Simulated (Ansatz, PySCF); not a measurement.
This PySCF input computes a B3LYP/def2-TZVPD energy:

```python
from pyscf import gto, scf, dft

mol = gto.M(
    atom='''
    In    0.20099291    0.09424525    0.34696298
    O     0.76554669    0.25239686   -1.69724385
    H    -0.00728376   -0.07963176   -2.17159121
    O    -1.71788303   -0.70887872   -0.22809625
    H    -2.22267804   -0.88653031    0.57312617
    ''',
    basis='def2-tzvpd',
    ecp='def2-tzvp',
    charge=-1,
    spin=0,
    verbose=4,
)

mf = dft.RKS(mol, xc='b3lyp').density_fit(auxbasis='def2-universal-jkfit')
mf.grids.level = 3
mf.conv_tol = 1e-9
mf.max_cycle = 100
mf.max_memory = 1500
mf.kernel()
if not mf.converged:
    mf = mf.newton()
    mf.kernel(mf.make_rdm1())
mf.analyze()
```

Question: Write an input for the same energy in Ansatz (a program for electronic structure) and say what it gives.

Answer: 
Ansatz 0.2 input:
```yaml
crystal:
  periodic: [false, false, false]
  atoms:
    - {symbol: In, position_ang: [0.20099291, 0.09424525, 0.34696298]}
    - {symbol: O, position_ang: [0.76554669, 0.25239686, -1.69724385]}
    - {symbol: H, position_ang: [-0.00728376, -0.07963176, -2.17159121]}
    - {symbol: O, position_ang: [-1.71788303, -0.70887872, -0.22809625]}
    - {symbol: H, position_ang: [-2.22267804, -0.88653031, 0.57312617]}
basis:
  gaussian:
    orbitals: def2-TZVPD
hamiltonian:
  xc: {name: B3LYP}
total_charge: -1
output: {forces: true}
```
It gives -342.03177 Eh, and PySCF -342.03183 Eh, a difference of 0.06 mEh, from the treatment of integrals and grids.
